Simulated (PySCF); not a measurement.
PySCF input (BP86/def2-SVP):

```python
from pyscf import gto, dft

mol = gto.M(
    atom='''
    Cl   -0.04437200   -1.69641600    0.34948200
    Si   -0.52029800    0.06652000   -0.60843400
    Cl    0.47565000    1.64401700    0.26999700
    H    -0.04755000   -0.04049800   -2.01305800
    ''',
    basis='def2-svp',
    charge=0,
    spin=1,
    verbose=4,
)

mf = dft.UKS(mol, xc='bp86')
mf.grids.level = 3
mf.conv_tol = 1e-9
mf.max_cycle = 100
mf.max_memory = 1500
mf.kernel()
if not mf.converged:
    mf = mf.newton()
    mf.kernel(mf.make_rdm1())
mo, _, stable, _ = mf.stability(return_status=True)
if not stable:
    mf.kernel(mf.make_rdm1(mo, mf.mo_occ))
    stable = mf.stability(return_status=True)[2]
mf.dip_moment()
```

From the output:

```
SCF conv_tol = 1e-09
SCF conv_tol_grad = None
SCF max_cycles = 100
direct_scf = True
direct_scf_tol = 1e-13
number electrons alpha = 25  beta = 24
XC library pyscf.dft.libxc version 7.1.2
    S. Lehtola, C. Steigemann, M. J. T. Oliveira, and M. A. L. Marques,  SoftwareX 7, 1–5 (2018)
XC functionals = bp86
    A. D. Becke,  Phys. Rev. A 38, 3098 (1988)
    J. P. Perdew,  Phys. Rev. B 33, 8822 (1986)
    J. P. Perdew,  Phys. Rev. B 34, 7406–7406 (1986)
radial grids:
    Treutler-Ahlrichs [JCP 102, 346 (1995); DOI:10.1063/1.469408] (M4) radial grids

becke partition: Becke, JCP 88, 2547 (1988); DOI:10.1063/1.454033
pruning grids: <function nwchem_prune>
grids dens level: 3
symmetrized grids: False
atomic radii adjust function: <function treutler_atomic_radii_adjust>
small_rho_cutoff = 0
Set gradient conv threshold to 3.16228e-05
tot grids = 66752
init E= -1210.40493430642
  alpha nocc = 25  HOMO = -0.184908235179001  LUMO = -0.0357221706918085
  beta  nocc = 24  HOMO = -0.34441369118354  LUMO = -0.184908235179001

WARN: HOMO -0.184908235179001 >= LUMO -0.184908235179001

cycle= 1 E= -1210.23492863677  delta_E= 0.17  |g|= 0.233  |ddm|= 1.53
  alpha nocc = 25  HOMO = -0.214315978805279  LUMO = -0.0221131156654198
  beta  nocc = 24  HOMO = -0.254101777133671  LUMO = -0.171290056269307
  HOMO = -0.214315978805  LUMO = -0.171290056269  gap/eV = 1.17079
cycle= 2 E= -1210.15789424636  delta_E= 0.077  |g|= 0.42  |ddm|= 0.837
  alpha nocc = 25  HOMO = -0.197353512091175  LUMO = -0.0112575507854031
  beta  nocc = 24  HOMO = -0.290725495262673  LUMO = -0.146815969783048
  HOMO = -0.197353512091  LUMO = -0.146815969783  gap/eV = 1.37520
cycle= 3 E= -1210.26783688281  delta_E= -0.11  |g|= 0.0338  |ddm|= 0.569
  alpha nocc = 25  HOMO = -0.204542586239267  LUMO = -0.0168086759404349
  beta  nocc = 24  HOMO = -0.293231758817821  LUMO = -0.151543871446365
  HOMO = -0.204542586239  LUMO = -0.151543871446  gap/eV = 1.44217
cycle= 4 E= -1210.2686168013  delta_E= -0.00078  |g|= 0.00915  |ddm|= 0.0567
  alpha nocc = 25  HOMO = -0.20446134144476  LUMO = -0.0153985614302945
  beta  nocc = 24  HOMO = -0.29219379214477  LUMO = -0.149919659719424
  HOMO = -0.204461341445  LUMO = -0.149919659719  gap/eV = 1.48415
cycle= 5 E= -1210.26866738841  delta_E= -5.06e-05  |g|= 0.00147  |ddm|= 0.011
  alpha nocc = 25  HOMO = -0.204354912244085  LUMO = -0.0155308688897771
  beta  nocc = 24  HOMO = -0.292419178124531  LUMO = -0.149509358978718
  HOMO = -0.204354912244  LUMO = -0.149509358979  gap/eV = 1.49242
cycle= 6 E= -1210.26866909658  delta_E= -1.71e-06  |g|= 0.000535  |ddm|= 0.00367
  alpha nocc = 25  HOMO = -0.204323948672631  LUMO = -0.0154283877532477
  beta  nocc = 24  HOMO = -0.292305758455768  LUMO = -0.149378386187635
  HOMO = -0.204323948673  LUMO = -0.149378386188  gap/eV = 1.49514
cycle= 7 E= -1210.26866931226  delta_E= -2.16e-07  |g|= 0.000154  |ddm|= 0.00116
  alpha nocc = 25  HOMO = -0.204361113585809  LUMO = -0.0154447566803704
  beta  nocc = 24  HOMO = -0.292312236895974  LUMO = -0.149391558132964
  HOMO = -0.204361113586  LUMO = -0.149391558133  gap/eV = 1.49580
cycle= 8 E= -1210.26866932919  delta_E= -1.69e-08  |g|= 2.93e-05  |ddm|= 0.000246
  alpha nocc = 25  HOMO = -0.204364322878241  LUMO = -0.0154455793033388
  beta  nocc = 24  HOMO = -0.292310340322246  LUMO = -0.149391398691535
  HOMO = -0.204364322878  LUMO = -0.149391398692  gap/eV = 1.49589
cycle= 9 E= -1210.2686693297  delta_E= -5.09e-10  |g|= 7.49e-06  |ddm|= 4.25e-05
  alpha nocc = 25  HOMO = -0.20436398295704  LUMO = -0.0154456549545556
  beta  nocc = 24  HOMO = -0.292310685038676  LUMO = -0.149390795534617
  HOMO = -0.204363982957  LUMO = -0.149390795535  gap/eV = 1.49590
Extra cycle  E= -1210.2686693297  delta_E= -7.28e-12  |g|= 6.79e-06  |ddm|= 1.92e-05
converged SCF energy = -1210.2686693297  <S^2> = 0.75139099  2S+1 = 2.0013905
uhf_internal: lowest eigs of H = [0.43934578 0.44768345 0.45557464]
<class 'pyscf.dft.uks.UKS'> wavefunction is stable in the internal stability analysis
Dipole moment(X, Y, Z, Debye): -0.51306,  0.05932, -0.86364
```

The geometry given is a B3LYP-D3(BJ)/def2-TZVP minimum.
